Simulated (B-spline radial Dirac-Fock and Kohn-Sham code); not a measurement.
Ionisation of each subshell: Si⁶⁺

System: the Si⁶⁺ ion in the configuration [He] 2s2 2p4; nuclear rms radius 3.1224 fm (A = 28).

The run's input, task.json:

```json
{"items": [{
  "Z": 14,
  "q": 6,
  "cfg": [[1, 0, 2], [2, 0, 2], [2, 1, 4]],
  "A": 28,
  "rrms": 3.1224,
  "do": ["binding"]
}]}
```

Run with: `python xray_run.py task.json out`

Model: relaxed Dirac-Fock hole states (ΔSCF) with Breit and QED corrections and a finite nucleus. Program: a B-spline atomic structure program. Correlation energy is missing from these numbers. Energies are counted from the vacuum level.

All terms are in eV, carry their sign (relaxation lowers the binding energy) and add up to the binding energy; ⟨r⟩ is the mean radius of the orbital in the initial state.

| subshell | −ε (Koopmans) | relaxation | Gaunt | retardation | self-energy | vacuum polarisation | binding energy | ⟨r⟩ (bohr) |
| --- | --- | --- | --- | --- | --- | --- | --- | --- |
| K (1s) | 2037.8 | -15.40 | -1.06 | 0.03 | -0.44 | 0.03 | 2020.9 | 0.111 |
| L1 (2s) | 295.2 | -1.63 | -0.06 | 0.00 | -0.04 | 0.00 | 293.5 | 0.531 |
| L2,3 (2p) | 253.0 | -2.10 | -0.08 | 0.01 | 0.01 | 0.00 | 250.8 | 0.485 |

For the deepest level, K (1s), the Breit terms make up -0.051 % of the binding energy, QED -0.021 % and orbital relaxation -0.762 %.

Going to the tabulated ground configuration of the next ion removes an electron from L2,3 (2p), computed at 250.8 eV. NIST lists 246.57 ± 0.05 eV as the ionisation energy of this species (semi-empirical), -4.25 eV from the computed value. Where a p, d or f shell is open in either ion the computed value averages over both j values and all terms, while the table refers to the lowest levels; that difference holds spin-orbit splitting (largest in heavy or highly charged ions), term energies where several electrons share open shells, and correlation, and it can reach 10 % or more.
